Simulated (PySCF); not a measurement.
C2H5BrClNSi, SMILES C=C[Si](N)(Cl)Br.

The structure is a stationary point at B3LYP-D3(BJ)/def2-SVP. Other conformers were not sampled.

Level of theory: HF/def2-TZVP (PySCF).

The molecule is in vacuum.

Question: Estimate the frontier levels, gap, dipole moment and polarisability. (Estimate from the structure and the level; the computed values follow.)

Answer: 
```json
{
 "highest_occupied_level": "-10.64 eV",
 "lowest_empty_level": "2.70 eV",
 "orbital_gap": "13.35 eV",
 "dipole_moment": "2.83 D",
 "quadrupole, principal values (traceless, Buckingham form, about the centre of nuclear charge)": "-10.60, 3.46, 7.14 D·Å",
 "mean_static_polarisability": "81.3 bohr³ (12.04 Å³)",
 "polarisability_principal_values": "69.0, 78.6, 96.2 bohr³"
}
```
